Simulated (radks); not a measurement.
Removal energies from the nickel ion Ni7+, [Ar] 3d(3/2: 3, 5/2: 0), by Delta-SCF beside the eigenvalue of the level emptied. Calculated with a radial shooting solver on a logarithmic mesh with Libxc functionals: Dirac Kohn-Sham, BLYP, spin-unpolarised, spherical densities, finite nucleus; Fermi nuclear charge, rms radius of each element as measured or else 0.836 A^(1/3) + 0.57 fm. Sub-shells are occupied by j as written (lower j first in brackets).

removed from                             final configuration  Delta-SCF (eV)  -eigenvalue (eV)
3d3/2                                [Ar] 3d(3/2: 2, 5/2: 0)          160.86            146.12
3p3/2         [Ne] 3s2 3p(1/2: 2, 3/2: 3) 3d(3/2: 3, 5/2: 0)          225.09            210.46
3p1/2         [Ne] 3s2 3p(1/2: 1, 3/2: 4) 3d(3/2: 3, 5/2: 0)          227.83            213.08
3s1/2                        [Ne] 3s1 3p6 3d(3/2: 3, 5/2: 0)          267.13            252.25
